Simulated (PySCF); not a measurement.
Precursor series Mo Cl-F. All species are isolated molecules in the gas phase.

Quantity: redistribution energy (mixed species minus the weighted end members), in eV.

Level 1: B3LYP-D3(BJ)/def2-TZVP // TPSS-D3(BJ)/def2-SVP (PySCF)
Level 2: PBE-D3(BJ)/def2-TZVP // TPSS-D3(BJ)/def2-SVP (PySCF)
Level 3: PBE/6-31G* (LANL2DZ on Mo) // TPSS-D3(BJ)/def2-SVP (PySCF)
Level 4: frozen-core MP2/6-31G* (LANL2DZ on Mo) // TPSS-D3(BJ)/def2-SVP (PySCF)

| species | level 1 | level 2 | level 3 | level 4 |
|---|---|---|---|---|
| 1 of 6 Cl replaced by F: [Mo(Cl)5(F)] | 0.079 | 0.061 | 0.101 | 0.180 |
| 5 of 6 Cl replaced by F: [Mo(Cl)(F)5] | 0.084 | 0.065 | 0.113 | 0.232 |
| 2 of 6 Cl replaced by F: [Mo(Cl)4(F)2] | 0.140 | 0.107 | 0.184 | 0.299 |
